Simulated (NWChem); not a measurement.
System: CH₂ClF; SMILES C(F)Cl

NWChem input:

```
start job
memory heap 200 mb stack 900 mb global 1100 mb
geometry units angstroms noautosym nocenter noautoz
  F      0.389191     1.505790     0.000000
  C     -0.571544     0.565043     0.000000
  Cl     0.131186    -1.062862     0.000000
  H     -1.185066     0.659826     0.907841
  H     -1.185066     0.659826    -0.907841
end
basis spherical
  F library def2-svp
  C library def2-svp
  Cl library def2-svp
  H library def2-svp
end
dft
  xc b3lyp
  iterations 150
end
cosmo
  do_cosmo_smd true
  solvent hexane
end
task dft energy
```

NWChem printed, in part:

```
             Northwest Computational Chemistry Package (NWChem) 7.3.0
             --------------------------------------------------------

                             Geometry "geometry" -> ""
                             -------------------------

 Output coordinates in angstroms (scale by  1.889725989 to convert to a.u.)

  No.       Tag          Charge          X              Y              Z
 ---- ---------------- ---------- -------------- -------------- --------------
    1 F                    9.0000     0.38919100     1.50579000     0.00000000
    2 C                    6.0000    -0.57154400     0.56504300     0.00000000
    3 Cl                  17.0000     0.13118600    -1.06286200     0.00000000
    4 H                    1.0000    -1.18506600     0.65982600     0.90784100
    5 H                    1.0000    -1.18506600     0.65982600    -0.90784100

 Effective nuclear repulsion energy (a.u.)     101.5275868794

                                 NWChem DFT Module
                                 -----------------

 Summary of "ao basis" -> "ao basis" (spherical)
 ------------------------------------------------------------------------------
       Tag                 Description            Shells   Functions and Types
 ---------------- ------------------------------  ------  ---------------------
 F                          def2-svp                 6       14   3s2p1d
 C                          def2-svp                 6       14   3s2p1d
 Cl                         def2-svp                 8       18   4s3p1d
 H                          def2-svp                 3        5   2s1p

 in cosmo_initialize ...
 calling solv_data for solv:hexane

 solvent parameters
 solvname_short: hexane
 solvname_long:  n-hexane
 dielec:        1.8819
 dielecinf:     1.8903
 nonaqueous SMD model solvent descriptors
 dielec:        1.8819
 sola:          0.0000
 solb:          0.0000
 solc:          0.0000
 solg:         25.7500
 solh:          0.0000
 soln:          1.3749

          ---------------
          -cosmo- solvent
          ---------------
 Cosmo: York-Karplus, doi: 10.1021/jp992097l
 dielectric constant -eps-     =   1.88
 screen = (eps-1)/(eps    )    =   0.46862
 surface charge correction     = lagrangian

   van der Waals surface
 --------------------------

 ---------- ATOMIC COORDINATES (A.U.) ------------ VDWR(ANG.) --
     1    0.73546435    2.84553050    0.00000000     1.730
     2   -1.08006155    1.06777644    0.00000000     1.850
     3    0.24790559   -2.00851794    0.00000000     2.380
     4   -2.23945002    1.24689034    1.71557073     1.200
     5   -2.23945002    1.24689034   -1.71557073     1.200
 number of segments per atom =        128
 number of   points per atom =        128
 atom (   nspa,  nppa )
 ----------------------
    1 (     80,     0 )       0
    2 (     34,     0 )       0
    3 (    104,     0 )       0
    4 (     51,     0 )       0
    5 (     51,     0 )       0
 number of -cosmo- surface points =      320
 molecular surface =     98.981 angstrom**2
 molecular volume  =     78.132 angstrom**3
 -lineq- algorithm             =   0
 -bem- low  level              =   3
 -bem- from -octahedral-
 gaussian surface charge width =   4.50000
 degree of switching           =   1.00000
 switching function tolerance  =   0.00010
 atomic radii =
 --------------
    1  9.000  1.730
    2  6.000  1.850
    3 17.000  2.380
    4  1.000  1.200
    5  1.000  1.200
 ...... end of -cosmo- initialization ......

 nat:                     5
 ixmem:                  1509
 calling mnsol_interface()
 G(SMD-CDS) energy (kcal/mol)  =    -0.738
 SMD-CDS SASA (angstrom**2)    =    98.742

            General Information
            -------------------
          SCF calculation type: DFT
          Wavefunction type:  closed shell.
          No. of atoms     :     5
          No. of electrons :    34
           Alpha electrons :    17
            Beta electrons :    17
          Charge           :     0
          Spin multiplicity:     1
          Use of symmetry is: off; symmetry adaption is: off
          Maximum number of iterations: 150
          AO basis - number of functions:    56
                     number of shells:    26
          Convergence on energy requested:  1.00D-06
          Convergence on density requested:  1.00D-05
          Convergence on gradient requested:  5.00D-04

              XC Information
              --------------
                         B3LYP Method XC Potential
                     Hartree-Fock (Exact) Exchange  0.200
                        Slater Exchange Functional  0.800 local
                    Becke 1988 Exchange Functional  0.720 non-local
              Lee-Yang-Parr Correlation Functional  0.810
                  VWN I RPA Correlation Functional  0.190 local

             Grid Information
             ----------------
          Grid used for XC integration:  medium
          Radial quadrature: Mura-Knowles
          Angular quadrature: Lebedev.
          Tag              B.-S. Rad. Rad. Pts. Rad. Cut. Ang. Pts.
          ---              ---------- --------- --------- ---------
          F                   0.50       49           7.0       434
          C                   0.70       49           7.0       434
          Cl                  1.00       88           8.0       590
          H                   0.35       45           7.0       434
          Grid pruning is: on
          Number of quadrature shells:   276
          Spatial weights used:  Erf1

      Superposition of Atomic Density Guess
      -------------------------------------

 Sum of atomic energies:        -597.23939911

      Non-variational initial energy
      ------------------------------

 Total energy =    -598.106355
 1-e energy   =   -1027.381045
 2-e energy   =     327.747103
 HOMO         =      -0.355317
 LUMO         =       0.112304

   convergence    iter        energy       DeltaE   RMS-Dens  Diis-err
 ---------------- ----- ----------------- --------- --------- ---------
     COSMO gas phase
 d= 0,ls=0.0,diis     1   -599.0194447113 -7.01D+02  1.95D-02  7.02D-01
 d= 0,ls=0.0,diis     2   -598.9597644426  5.97D-02  1.14D-02  1.33D+00
 d= 0,ls=0.0,diis     3   -599.0979879201 -1.38D-01  1.29D-03  1.18D-02
 d= 0,ls=0.0,diis     4   -599.0987446166 -7.57D-04  5.72D-04  2.75D-03
 d= 0,ls=0.0,diis     5   -599.0989677119 -2.23D-04  1.81D-04  1.45D-04
  Resetting Diis
 d= 0,ls=0.0,diis     6   -599.0989839855 -1.63D-05  3.45D-05  3.01D-06
 d= 0,ls=0.0,diis     7   -599.0989843593 -3.74D-07  7.89D-06  7.91D-08

   convergence    iter        energy       DeltaE   RMS-Dens  Diis-err
 ---------------- ----- ----------------- --------- --------- ---------
     COSMO solvation phase
 d= 0,ls=0.0,diis     1   -599.1024089991 -3.42D-03  1.03D-03  5.85D-04
 d= 0,ls=0.0,diis     2   -599.1025393693 -1.30D-04  2.50D-04  2.62D-04
 d= 0,ls=0.0,diis     3   -599.1025626899 -2.33D-05  7.68D-05  6.78D-05
 d= 0,ls=0.0,diis     4   -599.1025684599 -5.77D-06  2.32D-05  2.75D-06
 d= 0,ls=0.0,diis     5   -599.1025687380 -2.78D-07  5.84D-06  9.49D-08

         Total DFT energy =     -599.102568737959
      One electron energy =    -1028.828906141533
           Coulomb energy =      373.149555834708
    Exchange-Corr. energy =      -44.908208602952
 Nuclear repulsion energy =      101.527586879387

             COSMO energy =       -0.042596707568

 Numeric. integr. density =       34.000000028003

                                COSMO-SMD solvation results
                                ---------------------------

             internal energy in gas <Psi(g)|H|Psi(g)> =      -599.098984359347
         internal energy in solvent <Psi(s)|H|Psi(s)> =      -599.098811133827
                               delta internal energy  =         0.000173225520 (    0.11 kcal/mol)
   total free energy in solvent <Psi(s)|H+V/2|Psi(s)> =      -599.101392127763
 polarization energy contribution <Psi(s)|V/2|Psi(s)> =        -0.002580993936 (   -1.62 kcal/mol)
    total free energy in solvent including G(SMD-CDS) =      -599.102568737959
                       G(SMD-CDS) energy contribution =        -0.001176610196 (   -0.74 kcal/mol)
     1 M fixed-concentration free energy of solvation =        -0.003584378612 (   -2.25 kcal/mol)

                       DFT Final Molecular Orbital Analysis
                       ------------------------------------

 Vector   15  Occ=2.000000D+00  E=-3.725058D-01
              MO Center=  5.5D-02,  4.3D-01,  5.0D-09, r^2= 2.4D+00
   Bfn.  Coefficient  Atom+Function         Bfn.  Coefficient  Atom+Function
  ----- ------------  ---------------      ----- ------------  ---------------
     4      0.351854  1 F  px                 5     -0.330384  1 F  py
    40      0.322166  3 Cl py                37      0.271186  3 Cl py
     7     -0.244547  1 F  px                 8      0.237340  1 F  py
    18      0.190936  2 C  px                39     -0.177506  3 Cl px
    19     -0.169871  2 C  py                34      0.154430  3 Cl py

 Vector   16  Occ=2.000000D+00  E=-3.182673D-01
              MO Center=  1.1D-01, -9.2D-01, -7.8D-09, r^2= 1.4D+00
   Bfn.  Coefficient  Atom+Function         Bfn.  Coefficient  Atom+Function
  ----- ------------  ---------------      ----- ------------  ---------------
    39      0.577372  3 Cl px                36      0.435250  3 Cl px
    40      0.258360  3 Cl py                33      0.252204  3 Cl px
    37      0.189620  3 Cl py                 5     -0.145854  1 F  py
    34      0.109919  3 Cl py                 8      0.103637  1 F  py
    22      0.069566  2 C  py                 3     -0.067504  1 F  s

 Vector   17  Occ=2.000000D+00  E=-3.000287D-01
              MO Center= -4.1D-02, -7.0D-01, -1.6D-08, r^2= 1.9D+00
   Bfn.  Coefficient  Atom+Function         Bfn.  Coefficient  Atom+Function
  ----- ------------  ---------------      ----- ------------  ---------------
    41      0.609005  3 Cl pz                38      0.445074  3 Cl pz
    35      0.257658  3 Cl pz                20     -0.188538  2 C  pz
    47     -0.183231  4 H  s                 52      0.183231  5 H  s
     6     -0.138345  1 F  pz                48     -0.099721  4 H  s
    53      0.099721  5 H  s                  9      0.098153  1 F  pz

 Vector   18  Occ=0.000000D+00  E= 4.358029D-02
              MO Center= -5.4D-01, -6.4D-03, -6.9D-09, r^2= 3.1D+00
   Bfn.  Coefficient  Atom+Function         Bfn.  Coefficient  Atom+Function
  ----- ------------  ---------------      ----- ------------  ---------------
    17      1.407137  2 C  s                 48     -0.739123  4 H  s
    53     -0.739123  5 H  s                 40     -0.709887  3 Cl py
    22     -0.599432  2 C  py                32     -0.590342  3 Cl s
    19     -0.418487  2 C  py                16      0.410075  2 C  s
    39      0.353081  3 Cl px                37     -0.228056  3 Cl py

 Vector   19  Occ=0.000000D+00  E= 8.486569D-02
              MO Center= -9.0D-01,  4.6D-01,  1.5D-08, r^2= 3.5D+00
   Bfn.  Coefficient  Atom+Function         Bfn.  Coefficient  Atom+Function
  ----- ------------  ---------------      ----- ------------  ---------------
    17      1.268172  2 C  s                 48     -1.234694  4 H  s
    53     -1.234694  5 H  s                 21     -0.950385  2 C  px
    40      0.419667  3 Cl py                18     -0.408324  2 C  px
    22      0.276942  2 C  py                19      0.231235  2 C  py
    31      0.231058  3 Cl s                 32      0.220529  3 Cl s

 Vector   20  Occ=0.000000D+00  E= 1.138201D-01
              MO Center= -1.3D+00,  6.6D-01, -7.3D-09, r^2= 3.6D+00
   Bfn.  Coefficient  Atom+Function         Bfn.  Coefficient  Atom+Function
  ----- ------------  ---------------      ----- ------------  ---------------
    48      1.605263  4 H  s                 53     -1.605263  5 H  s
    23     -1.177278  2 C  pz                20     -0.435718  2 C  pz
     9      0.142371  1 F  pz                41      0.116426  3 Cl pz
    47      0.097054  4 H  s                 52     -0.097054  5 H  s
     6     -0.081213  1 F  pz                43     -0.058637  3 Cl d -1

     Multipole analysis of the density
     ---------------------------------

     L   x y z        total         alpha         beta         nuclear
     -   - - -        -----         -----         ----         -------
     0   0 0 0     -0.000000    -17.000000    -17.000000     34.000000

     1   1 0 0     -0.740232     -0.307269     -0.307269     -0.125695
     1   0 1 0      0.167759     -0.098825     -0.098825      0.365409
     1   0 0 1      0.000000      0.000000      0.000000      0.000000

     2   2 0 0    -16.617405    -19.779909    -19.779909     22.942413
     2   1 1 0     -1.314797      0.409549      0.409549     -2.133895
     2   1 0 1     -0.000000     -0.000000     -0.000000      0.000000
     2   0 2 0    -18.975894    -85.190046    -85.190046    151.404198
     2   0 1 1     -0.000000     -0.000000     -0.000000      0.000000
     2   0 0 2    -16.958328    -11.422347    -11.422347      5.886366
```

Level: B3LYP/def2-SVP, SMD on the gas-phase geometry. Structure relaxed at the PBE0/def2-SVP level. Solvent: n-hexane.
